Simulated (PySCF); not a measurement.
Potassium: a sound run and one with changed settings

Sound run: K⁺ [Ar], K²⁺ [Ne] 3s2 3p5. All numbers are calculated (PySCF 2.14, scalar relativity by spin-free X2C-1e, in cc-pVTZ-X2C (6s5p3d1f, 43 functions)). In the sound run the correlated levels freeze [Ne] 3s2. The sound run starts from symmetry-adapted Hartree-Fock orbitals and uses a fine grid where one is needed.

Changed run: basis STO-3G, all-electron and non-relativistic. This setting is unsound on purpose.

```csv
species,method,sound run (hartree),changed run (hartree),converged
K⁺,UHF,-601.31651,-593.00933,yes
K⁺,M06-2X,-602.07734,-593.68183,yes
K⁺,r2SCAN,-602.03519,-593.64768,yes
K⁺,MP2,-601.38900,-593.01816,yes
K⁺,CCSD(T),-601.39846,-593.01939,yes
K²⁺,UHF,-600.17093,-591.89066,yes
K²⁺,M06-2X,-600.88384,-592.51962,yes
K²⁺,r2SCAN,-600.84233,-592.48566,yes
K²⁺,MP2,-600.21414,-591.89339,yes
K²⁺,CCSD(T),-600.22188,-591.89385,yes
```

Ionisation energy of K⁺:

```json
{"method": "UHF", "sound run (eV)": "31.173", "changed run (eV)": "30.441"}
{"method": "M06-2X", "sound run (eV)": "32.477", "changed run (eV)": "31.625"}
{"method": "r2SCAN", "sound run (eV)": "32.459", "changed run (eV)": "31.620"}
{"method": "MP2", "sound run (eV)": "31.970", "changed run (eV)": "30.606"}
{"method": "SCS-MP2", "sound run (eV)": "31.910", "changed run (eV)": "30.600"}
{"method": "CCSD", "sound run (eV)": "32.013", "changed run (eV)": "30.622"}
{"method": "CCSD(T)", "sound run (eV)": "32.016", "changed run (eV)": "30.627"}
```

A minimal basis cannot let orbitals breathe on ionisation and holds almost no correlation. The Hamiltonian changed with the basis, so the totals do not compare.

For comparison, NIST gives 31.625 eV between the lowest levels.
